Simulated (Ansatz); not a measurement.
Wavefunction ladder for CH2GaNZn, SMILES `[CH]1=[N][GaH][Zn]1`

```xyz
6

C    -1.268   -0.056   -0.204
N    -0.290    0.701   -0.244
Ga    1.480   -0.046    0.269
Zn   -0.318   -1.824    0.448
H    -2.292    0.237   -0.462
H     2.688    0.988    0.194
```

Charge 0, multiplicity 1. For Zn the d shell is correlated and the shells below it are frozen. Correlated methods include outer-core shells of Ga, which these sets cover unevenly. Scalar relativity is left out up to krypton. The geometry is a stationary point of PBE0-D4/def2-TZVP. Frozen core, restricted reference, Ansatz 0.2.0.

| basis | HF (Eh) | MP2 corr. |
| --- | --- | --- |
| def2-SVP | -3793.88179 | -0.81475 |
| def2-TZVPP | -3794.48557 | -1.09258 |
| def2-QZVPP | -3794.57050 | -1.39930 |

Task: Estimate the CCSD correlation energy and the (T) correction in each basis where they were run (hartree).

Result: 
```json
{"basis": "def2-SVP", "CCSD corr.": "-0.79698", "(T)": "-0.03573"}
{"basis": "def2-TZVPP", "CCSD corr.": "-1.04564", "(T)": "-0.05073"}
```
